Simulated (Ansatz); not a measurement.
Single points on Ru3Pt.

```yaml
crystal:
  periodic: [false, false, false]
  atoms:
    - {symbol: Pt, position_ang: [-1.405246, 0.567794, -0.077649]}
    - {symbol: Ru, position_ang: [-0.388756, -1.656593, 0.528889]}
    - {symbol: Ru, position_ang: [0.887415, -0.423219, -0.710882]}
    - {symbol: Ru, position_ang: [0.906587, 1.512018, 0.259631]}
basis:
  gaussian: {orbitals: def2-TZVP, initial_orbitals: start.molden}
hamiltonian: {xc: r2scan, dispersion: d4}
scf: {omitted_lower_state_checks: [starts]}
output: {orbitals: {seedname: orbitals}}
```

The file start.molden holds the orbitals of an earlier run on this structure, at another level or in another basis.

```sh
$ ansatz run in.yaml --threads 2 --pin off --events-out ev --progress --plain --max-ram 4352MiB
```

It prints (some lines left out):

```
Functional definition: r2SCAN
1458 factors; their error is unknown
mean field evaluation 1: about -10996.6307 eV, gradient 6.1e0 eV
mean field evaluation 2: about -10996.9162 eV, gradient 1.7e0 eV
mean field evaluation 4: about -10996.9262 eV, gradient 1.6e-1 eV
mean field evaluation 8: about -10996.9270 eV, gradient 3.9e-5 eV
mean field evaluation 16: about -10996.9270 eV, gradient 7.7e-6 eV
mean field -10996.92698043 eV, -404.1296125461 hartree, gradient 7.7e-6 eV, S^2 0.000000; 0 other end points of the search recorded, 0 dependent functions left out
reference -10996.92699588 eV, -404.1296131138 hartree; 33, 33 occupied and 127, 127 virtual orbitals, 1458 factors
Total energy: -10996.97270634 eV, -404.1312929422 hartree
Checks for a lower state left out: starts
```

It took 11 s on 2 threads of Arm Neoverse V2 on a shared host.

The first input with `hamiltonian: {xc: hf}` (abridged; 14 s):

```
Functional definition: HF
mean field evaluation 16: about -10895.1871 eV, gradient 8.3e-5 eV
mean field evaluation 32: about -10895.1871 eV, gradient 2.1e-4 eV
mean field -10895.18714447 eV, -400.3907425360 hartree, gradient 7.6e-6 eV, S^2 0.000000
Total energy: -10895.18714447 eV, -400.3907425360 hartree
Checks for a lower state left out: starts
```

The first input with `hamiltonian: {xc: {name: revPBE}, dispersion: d4}` (abridged; 4.6 s):

```
Functional definition: revPBE
mean field -11001.03717836 eV, -404.2806595339 hartree, gradient 2.1e-5 eV, S^2 0.000000
Total energy: -11001.51868232 eV, -404.2983544781 hartree
Checks for a lower state left out: starts
```

First input, but with `hamiltonian: {xc: pbe, dispersion: d4}`, `output: {forces: true, orbitals: {seedname: orbitals}}` (abridged; 6 s):

```
Functional definition: PBE
mean field evaluation 16: about -10997.2371 eV, gradient 7.6e-6 eV
mean field -10997.23714273 eV, -404.1410108003 hartree, gradient 7.6e-6 eV, S^2 0.000000
Total energy: -10997.51163299 eV, -404.1510981314 hartree
Atom 0 force    -0.309488     0.127675     0.003222 eV/Å
Atom 1 force    -0.156832    -0.305041     0.217425 eV/Å
Atom 2 force     0.354394    -0.175241    -0.380757 eV/Å
Atom 3 force     0.111926     0.352607     0.160110 eV/Å
Dipole moment:     0.227916    -0.082179     0.129816 e Å
Checks for a lower state left out: starts
```

First input, but with `hamiltonian: {xc: pbe0, dispersion: d4}` (abridged; 19 s):

```
Functional definition: PBE0
mean field evaluation 16: about -10989.1931 eV, gradient 3.0e-3 eV
mean field -10989.19313080 eV, -403.8453988143 hartree, gradient 2.4e-5 eV, S^2 0.000000
Total energy: -10989.42601631 eV, -403.8539571988 hartree
Checks for a lower state left out: starts
```

Geometry: r2SCAN-D4/def2-SVP.

In the def2 sets Pt, Ru take a core potential; there is no spin–orbit coupling. Another isomer (triplet) lies 1.95 eV lower at PBE0-D4/def2-TZVP; other spin states weren't run for this one.
